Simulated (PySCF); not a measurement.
trans-Sn(PH3)2Cl4.
Bonds: Sn1–P2, Sn1–P6, Sn1–Cl10, Sn1–Cl11, Sn1–Cl12, Sn1–Cl13. Hydrogens: H3, H4, H5 on P2; H7, H8, H9 on P6.

Level of theory: PBE0-D3(BJ)/def2-SVP geometry optimisation, gas phase, def2 core potentials past Kr in PySCF 2.14.0.

Problem. List the bond lengths and angles at this level.

Solution. 
| bond | length (bohr) |
| --- | --- |
| Sn1–P2, Sn1–P6 | 5.065 |
| Sn1–Cl10, Sn1–Cl12 | 4.526 |
| Sn1–Cl11, Sn1–Cl13 | 4.549 |
| P2–H3 and 5 like bonds | 2.674 |

Bonds in one row agree within 0.02 bohr and their mean is given. A selection of angles:
| angle | degrees |
| --- | --- |
| P2–Sn1–P6 | 173.4 |
| P2–Sn1–Cl10 | 90.8 |
| P2–Sn1–Cl12 | 94.4 |
| P2–Sn1–Cl13 | 84.2 |
| P6–Sn1–Cl10 | 94.7 |
| P6–Sn1–Cl12 | 89.2 |
| Cl10–Sn1–Cl11 | 178.6 |
| Cl10–Sn1–Cl12 | 90.3 |
| Sn1–P2–H3 | 121.2 |
| Sn1–P2–H4 | 114.0 |
| Sn1–P2–H5 | 115.1 |
| H3–P2–H4 | 101.0 |

Sn1 (tin bonded to 4 Cl and 2 P) is octahedral (the three widest angles are 178.6°, 178.6° and 173.4°, the others run from 83.9° to 94.7°). P2 (phosphorus bonded to Sn and 3 H) is distorted tetrahedral (angles from 101.0° to 121.2°).

Point group: near C2, missed by 0.20 Å at most; the miss may be what the optimiser left on a soft mode. Stationary, but not proved a minimum.
